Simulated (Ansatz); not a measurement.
Ge₂H⁻. The state is a quintet with charge -1. Geometry PBE-D4/def2-TZVPD; atoms count from 1.

```xyz
3

Ge   -0.4530    0.7529   -0.2789
Ge    1.8715   -0.6424   -0.4339
H    -1.4186   -0.1105    0.7128
```

The highest occupied level of the charge -1 quintet lies above zero (up to 0.62 eV). It is a level of α spin, whose loss leaves a quartet; that state wasn't run at this geometry and level. The electron is either unbound and held by the finite basis, or the level is raised by self-interaction error. At PBE0-D4/def2-TZVPD a singlet of charge -1 lies 1.38 eV below the quintet, each at its own geometry. The structure comes from a short search, and lower isomers may exist.

(1) Estimate the Mulliken populations from the PBE0/def2-TZVPD orbitals of Ansatz.

(2) Where does the spin sit?

(3) And the Mayer bond orders between bonded heavy atoms (over 0.3)?

Answers

(1) 
```tsv
atom	charge (e)	spin (α − β)
Ge1	-0.56	1.67
Ge2	-0.47	2.38
H3	0.03	-0.05
```
Mulliken values and Mayer orders depend strongly on the basis. With diffuse functions, as here, like atoms can get unlike values, and bond orders can come out too low or too high.

(2) Summed by element: Ge 4.05, H -0.05, of 4 unpaired in all. Largest on single atoms: Ge2 2.38, Ge1 1.67, H3 -0.05.

(3) Ge1–Ge2 1.04 (2.72 Å).
